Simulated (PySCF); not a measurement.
A GIAO shielding run with PySCF (density fitting, non-relativistic, gas phase) on `[SiH2]1C[C@@H](C)C[C@@H]1OC(F)F`, C6H12F2OSi:

```
$ OMP_NUM_THREADS=1 python probes_run.py task.json out

{"job": {"kind": "nmr", "xc": "PBE0", "basis": "pcSseg-1"}, "charge": 0, "multiplicity": 1}
C     -2.342284     0.399047    -1.033577
C     -1.107206    -0.148000    -0.329577
C     -1.429024    -0.656576     1.084920
Si     0.245724    -0.724070     1.990629
C      1.127105     0.311824     0.629506
O      1.884612    -0.661410    -0.115535
C      2.663922    -0.191017    -1.091347
F      2.049399    -0.217232    -2.311577
F      3.739017    -0.991258    -1.230434
C     -0.007735     0.908775    -0.198358
H     -2.744181     1.251151    -0.487741
H     -3.114917    -0.363894    -1.096252
H     -2.097151     0.721203    -2.043417
H     -0.702130    -0.977819    -0.916917
H     -1.951234    -1.610830     1.038501
H     -2.108376     0.047106     1.570988
H      0.865238    -2.038868     2.088070
H      0.244697     0.002985     3.264444
H      1.817463     1.092046     0.970823
H      3.019612     0.847639    -0.938828
H     -0.397715     1.778309     0.335975
H      0.334753     1.240274    -1.181146
```

Hardware: 1 thread of an Intel Xeon, shared host. The job also computes population analyses, field gradients, ring-centre shieldings.

**Question.** How large is the calculation?

**Answer.** 88 electrons, 237 basis functions and 1250 auxiliary functions.

**Question.** How long does it take, and how much memory does it need?

**Answer.** 2.2 min of wall time, with 14 SCF cycles and 4 response iterations; peak memory 1.1 GiB. Times on a shared host scatter by some tens of per cent.
